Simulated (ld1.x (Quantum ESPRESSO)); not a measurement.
## What one change does to a pseudopotential (Cd (Z = 48), PAW)

ld1.x (Quantum ESPRESSO) 7.5 input, shortened:

```
&input
   title='Cd', zed=48., rel=1, dft='PBESOL', iswitch=3,
   config='[Kr] 4d10 5s2 5p0'
 /
 &inputp
   pseudotype=3, lpaw=.true., tm=.true., lloc=-2, rcloc=1.10,
   nlcc=.true., new_core_ps=.true., rcore=1.00,
   which_augfun='PSQ', rmatch_augfun=1.00
 /
6
5S  1  0   2.00   0.00  1.65  2.10  0.0
5S  1  0   0.00   1.20  1.65  2.10  0.0
5P  2  1   0.00   0.00  2.80  3.50  0.0
5P  2  1   0.00   4.25  2.80  3.50  0.0
4D  3  2  10.00   0.00  0.90  1.20  0.0
4D  3  2   0.00   2.35  0.90  1.20  0.0
 &test
   configts(1)='4d10 5s2 5p0'
 /
```

All-electron outer shells of the reference configuration (PBEsol, scalar-relativistic, ld1.x):

| shell | level (eV) | outermost node (bohr) | outermost maximum (bohr) |
| --- | --- | --- | --- |
| 4s | -105.81 | 0.43 | 0.79 |
| 4p | -66.89 | 0.43 | 0.84 |
| 4d | -11.73 | 0.42 | 0.98 |
| 5s | -5.70 | 1.07 | 2.32 |
| 5p | -1.14 | 1.20 | 3.29 |

Change: waves 5p (bound): rcut 2.80, rcutus 3.68 bohr; 5p channel at 4.25 Ry: rcut 2.80, rcutus 3.68 bohr.

Cutoffs: the cutoffs (Ry, on a coarse ladder) from which the occupation-weighted sum of valence levels, in a spherical-Bessel basis at the reference potential, stays within 10 and 1 mRy of its value at 400 Ry; they do not see the model core or the augmentation charge, which bear on the density cutoff. Errors are all-electron minus pseudo energies relative to the spin-unpolarised reference configuration.

Question: How do hardness, ghosts and transferability respond?

Answer: The potential gets neither clearly harder nor softer (80 Ry and 140 Ry → 80 Ry and 140 Ry); both files keep a bound ghost (p, s); of the 7 tests that both files solve, the error grows in 1 and shrinks in 1 by more than 15 % and 0.3 meV (median size 9.7 → 9.7 meV).

| quantity | base | changed |
| --- | --- | --- |
| cutoff, loose | 80 Ry | 80 Ry |
| cutoff, tight | 140 Ry | 140 Ry |
| bound ghosts | s, p | p, s |
| error for 4d10 5s1 5p0, meV [ΔE 9.31 eV] | -2.5 | -2.5 |
| error for 4d10 5s0 5p0, meV [ΔE 26.40 eV] | -9.7 | -9.7 |
| error for 4d9 5s0 5p0, meV [ΔE 64.40 eV] | -127 | -127 |
| error for 4d10 5s0 5p1, meV [ΔE 15.16 eV] | -0.7 | +1.2 |
| error for 4d8 5s0 5p0, meV [ΔE 118.44 eV] | -582 | -582 |
| error for 4d9 5s2 5p0, meV [ΔE 17.97 eV] | -65 | -65 |
| error for 4d10 5s0 5p2, meV [ΔE 9.77 eV] | -1.9 | -1.4 |
| lowest overlap eigenvalue by channel | s 0.40, p 0.05, d 0.95 | s 0.40, p 0.04, d 0.95 |

 A true bound ghost makes a file unfit for plane-wave use even where its test errors are small: the radial tests pick states by their node count and pass the ghost by.
